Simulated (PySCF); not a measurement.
**CH10GeOSi2: core ionisation energies**

Compound: CH10GeOSi2.
Bonds: Si1–O2, O2–Si3, Si3–C4, C4–Ge5. Hydrogens: H6, H7, H8 on Si1; H9, H10 on Si3; H11, H12 on C4; H13, H14, H15 on Ge5.

Theory: PySCF 2.14.0, delta-SCF UKS SCAN, pcX-2 on the ionised atom, pcseg-1 elsewhere, spin-free X2C. Binding energies are ΔSCF values: E(core-ionised, relaxed orbitals) − E(ground state) at a fixed geometry, referred to the vacuum level.

List the computed XPS lines with their assignment.

| atom(s) | environment | level | binding energy (eV) | 2p1/2 (eV) | above the level's lowest (eV) | count |
| --- | --- | --- | --- | --- | --- | --- |
| Si3 | oxygen-bound silicon | Si 2p3/2 | 107.22 | 107.84 | 0.00 | 1 |
| Si1 | oxygen-bound silicon | Si 2p3/2 | 107.49 | 108.11 | +0.27 | 1 |
| C4 | sp3 carbon bound to silicon | C 1s | 289.99 | – | 0.00 | 1 |
| O2 | siloxane oxygen | O 1s | 537.74 | – | 0.00 | 1 |
| Si3 | oxygen-bound silicon | Si 1s | 1847.16 | – | 0.00 | 1 |
| Si1 | oxygen-bound silicon | Si 1s | 1847.43 | – | +0.27 | 1 |

Lowest listed Si 1s: Si3, bonded to O, C and 2 H. Highest, 0.27 eV above it: Si1, bonded to O and 3 H.

The listed Si 2p3/2 values span 0.27 eV, from Si3 (bonded to O, C and 2 H) to Si1 (bonded to O and 3 H). Summing the Pauling electronegativity differences to the bonded atoms, each weighted by its formal bond order, gives +2.79 for the lowest site and +2.44 for the highest; the largest sum, +2.79, belongs to Si3, 0.27 eV below the top. The smallest sum, +2.44, belongs to Si1, 0.27 eV above the lowest.

Which photon energy gives electrons from Si 1s of Si1 a kinetic energy of 150 eV, and what is their de Broglie wavelength?

hν = 1847.43 + 150 = 1997.43 eV, recoil neglected; λ = 12.264 Å/√(E/eV) = 1.00 Å.

Which effective nuclear charge Zeff reproduces each element's mean 1s value in the hydrogen-like formula E = 13.606 eV × Zeff²?

C (Z = 6): mean 290.0 eV, Zeff = 4.62, Z − Zeff = 1.38; O (Z = 8): mean 537.7 eV, Zeff = 6.29, Z − Zeff = 1.71; Si (Z = 14): mean 1847.3 eV, Zeff = 11.65, Z − Zeff = 2.35. Means run over the listed sites, weighted by atom count.

2p3/2 and 2p1/2 are the ΔSCF energy of one spin-free 2p hole plus the eigenvalues of a spin–orbit and ligand-field matrix of the shell. 2p1/2 minus 2p3/2 (ligand field included): Si 0.63 eV. No level of germanium is listed. Isolated species at its PBE0-D3(BJ)/def2-SVP geometry (one conformer only).

Conformer computed: `[SiH3:1][O:2][SiH2:3][CH2:4][GeH3:5]`: Si1–O2–Si3–C4 -26°, O2–Si3–C4–Ge5 62°.
